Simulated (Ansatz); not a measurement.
Cost and result for the atomization energy of `[SiH3][N]([SiH3])[Al]([Cl])[Cl]` (12 atoms, 11 bonds).

Cartesian coordinates in Å:
```
Si 0.5152 -0.4908 -1.5154
N -0.0484 0.1309 0.0145
Si 0.0250 -0.9804 1.3576
Al -0.6550 1.7828 0.1916
Cl -0.3614 3.1798 -1.3187
Cl -1.6706 2.3552 1.9119
H -0.1647 0.2179 -2.6279
H 0.1894 -1.9409 -1.5830
H 1.9857 -0.3325 -1.6629
H 1.2152 -1.8555 1.1811
H 0.1546 -0.2252 2.6283
H -1.1849 -1.8413 1.4229
```

Charge 0, multiplicity 1. The structure was optimised at the PBE0-D4/def2-TZVP level. It is one conformer, not always the lowest. Program: Ansatz. All runs use 4 threads of an Arm Neoverse V2 on a shared host. Times are those of one run each, without the atoms' runs, and a repeat can differ threefold. Electronic energies, without spin–orbit coupling; frozen cores. CCSD(T)/CBS adds CCSD(T) − MP2 in def2-TZVPP to the MP2 limit, and its time is that of the two runs behind it. T1 = 0.010. HSE06 is the plane-wave form, built on full-range PBE exchange.

CCSD(T)/CBS is a level of theory with its own doubt, some kJ/mol a heavy atom from the limit and from the frozen cores, so smaller differences don't rank the functionals.

```csv
level,functions,atomization (kcal/mol),difference from CCSD(T)/CBS,per bond
B97M-V/def2-TZVPP,325,939.2,4.2,0.4
CCSD(T)/def2-TZVPP,325,905.9,-29.1,-2.6
r2SCANh-D4/def2-TZVPP,325,928.3,-6.7,-0.6
revPBE-D4/def2-TZVPP,325,907.1,-27.9,-2.5
HSE06-D4/def2-TZVPP,325,920.1,-14.9,-1.4
MP2/def2-QZVPP,587,936.1,1.1,0.1
ωB97X-V/def2-TZVPP,325,939.8,4.8,0.4
BHLYP-D4/def2-TZVPP,325,916.0,-19.0,-1.7
BLYP-D4/def2-TZVPP,325,916.8,-18.2,-1.7
LDA (SPW92)/def2-TZVPP,325,1028.8,93.8,8.5
r2SCAN-D4/def2-TZVPP (with forces),325,932.2,-2.8,-0.3
CCSD(T)/CBS(def2),–,935.0,0.0,0.0
CCSD(T)/def2-SVP,134,862.9,-72.1,-6.6
```

(1) Order the runs by time, with rough figures. (Best estimate.)

Results:

(1) Ansatz gave: LDA (SPW92)/def2-TZVPP 2.1 s; revPBE-D4/def2-TZVPP 3.4 s; BLYP-D4/def2-TZVPP 3.4 s; HSE06-D4/def2-TZVPP 6.5 s; BHLYP-D4/def2-TZVPP 7 s; r2SCAN-D4/def2-TZVPP (with forces) 8.5 s; CCSD(T)/def2-SVP 8.5 s; r2SCANh-D4/def2-TZVPP 10 s; B97M-V/def2-TZVPP 14 s; ωB97X-V/def2-TZVPP 14 s; MP2/def2-QZVPP 33 s; CCSD(T)/def2-TZVPP 16 min; CCSD(T)/CBS(def2) 16 min.

The D4 term adds +15.9 kcal/mol with B3LYP and +8.5 kcal/mol with PBE0; it sums over pairs of atoms, weighted by their polarisabilities, and B3LYP, whose exchange is more repulsive, gets the larger term. At CCSD(T), def2-SVP lies −72.1 kcal/mol from the extrapolated value and def2-TZVPP −29.1 kcal/mol: correlation converges slowly with the basis, and small sets miss more of it in the bonded molecule than in its fragments. From BLYP to BHLYP (50 % exact exchange), in def2-TZVPP and without D4, the atomization energy moves by +5.9 kcal/mol.

B3LYP here is the variant with VWN-RPA as its local correlation; programs differ in this.
